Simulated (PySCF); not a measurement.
**Dipole response of Rb (rubidium, neutral)**

[Kr] 5s1, 2S determinant. Calculation: PySCF 2.14, in ANO-RCC-VTZP (7s6p3d1f, 47 functions); the spin-free X2C one-electron Hamiltonian (Gaussian nucleus). Coupled (time-dependent) response in atomic units; α is the mean over directions. The basis has no added diffuse functions, which lowers α and C₆.

```csv
method,mean α (bohr³),C₆ (like pair),S(−4)
B97-3,380.1,5952,135700
```

S(−4) is the Cauchy moment in α(ω) = α(0) + S(−4) ω² + …

Reference α: 319.8 ± 0.3 bohr³ (recommended; Schwerdtfeger and Nagle, table of static dipole polarizabilities (2023 update)). Published C₆: 4769 (Chu and Dalgarno (2004); Tang, Norbeck and Certain (1976)).

α(iu) at B97-3:

| u (hartree) | α(iu) (bohr³) |
| --- | --- |
| 0 | 380.1 |
| 0.0500 | 202.9 |
| 0.100 | 88.62 |
| 0.200 | 32.24 |
| 0.300 | 18.89 |
| 0.500 | 10.75 |
| 0.750 | 7.067 |
| 1.00 | 5.087 |
| 1.50 | 2.957 |
| 2.00 | 1.904 |
| 3.00 | 0.9670 |
| 5.00 | 0.3911 |

A single London oscillator, α(iu) = α/(1 + u²/ω²), gives C₆ = (3/4) ω α². Matching the computed C₆ needs ω = 4 × 5952 / (3 × 380.1²) = 0.0549 hartree.
